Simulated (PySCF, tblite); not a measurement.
Isomers of C3H7ClOSi, one GFN2-xTB conformer each. Single-point energies are computed at PBE0/pcSseg-1 (PySCF, gas phase, no added dispersion term), electronic only.

```json
{"SMILES": "C=C(Cl)O[SiH2]C", "GFN2-xTB relative energy (kcal/mol)": "20.1"}
{"SMILES": "C=CO[Si@H](C)Cl", "GFN2-xTB relative energy (kcal/mol)": "0.0"}
{"SMILES": "C/C=C(/Cl)O[SiH3]", "GFN2-xTB relative energy (kcal/mol)": "10.7"}
{"SMILES": "C=CO[SiH2]CCl", "GFN2-xTB relative energy (kcal/mol)": "30.5"}
```

Conformers: `[CH2:1]=[C:2]([Cl:3])[O:4][SiH2:5][CH3:6]` with C1–C2–O4–Si5 -175°, C2–O4–Si5–C6 65°; `[CH2:1]=[CH:2][O:3][Si@H:4]([CH3:5])[Cl:6]` with C1–C2–O3–Si4 -5°, C2–O3–Si4–C5 -64°; `[CH3:1]/[CH:2]=[C:3](/[Cl:4])[O:5][SiH3:6]` with C2–C3–O5–Si6 180°; `[CH2:1]=[CH:2][O:3][SiH2:4][CH2:5][Cl:6]` with C1–C2–O3–Si4 180°, C2–O3–Si4–C5 180°, O3–Si4–C5–Cl6 180°.

Problem. What does PBE0/pcSseg-1 give for the same structures?

Solution. 
| SMILES | PBE0/pcSseg-1 E (Eh) | PBE0/pcSseg-1 (kcal/mol) | GFN2-xTB (kcal/mol) | point group |
| --- | --- | --- | --- | --- |
| C=CO[Si@H](C)Cl | -942.96680 | 0.0 | 0.0 | C1 |
| C=C(Cl)O[SiH2]C | -942.90928 | 36.1 | 20.1 | C1 |
| C=CO[SiH2]CCl | -942.89824 | 43.0 | 30.5 | Cs |
| C/C=C(/Cl)O[SiH3] | -942.89539 | 44.8 | 10.7 | Cs |

Both levels put the same isomer lowest; measured from each level's own lowest isomer, the values differ by up to 34.1 kcal/mol (C/C=C(/Cl)O[SiH3]: 10.7 against 44.8). As drawn, the lowest has an Si–C bond, which the highest lacks. Neighbours under 2.5 kcal/mol apart (C=CO[SiH2]CCl and C/C=C(/Cl)O[SiH3]) can change places with a better method, another conformer or zero-point energy.

Problem. Which frontier levels, dipoles and rotational constants go with these structures?

Solution. 
| SMILES | HOMO (eV, PBE0/pcSseg-1) | LUMO (eV) | dipole (D) | A, B, C (MHz) |
| --- | --- | --- | --- | --- |
| C=CO[Si@H](C)Cl | -7.23 | 0.40 | 2.12 | 4281, 1389, 1129 |
| C=C(Cl)O[SiH2]C | -6.89 | 0.37 | 1.26 | 3587, 1587, 1268 |
| C=CO[SiH2]CCl | -7.13 | 0.26 | 1.70 | 12134, 783.6, 745.9 |
| C/C=C(/Cl)O[SiH3] | -6.57 | 0.13 | 0.85 | 2836, 1772, 1112 |

Problem. What happens when harmonic zero-point energies from GFN2-xTB frequencies are added?

Solution. 
```json
{"SMILES": "C=CO[Si@H](C)Cl", "ZPE (kcal/mol)": "58.1", "electronic (kcal/mol)": "0.0", "with ZPE (kcal/mol)": "0.0"}
{"SMILES": "C=C(Cl)O[SiH2]C", "ZPE (kcal/mol)": "56.2", "electronic (kcal/mol)": "36.1", "with ZPE (kcal/mol)": "34.2"}
{"SMILES": "C=CO[SiH2]CCl", "ZPE (kcal/mol)": "56.3", "electronic (kcal/mol)": "43.0", "with ZPE (kcal/mol)": "41.3"}
{"SMILES": "C/C=C(/Cl)O[SiH3]", "ZPE (kcal/mol)": "55.4", "electronic (kcal/mol)": "44.8", "with ZPE (kcal/mol)": "42.1"}
```

The zero-point energies span 2.7 kcal/mol. The order is unchanged.
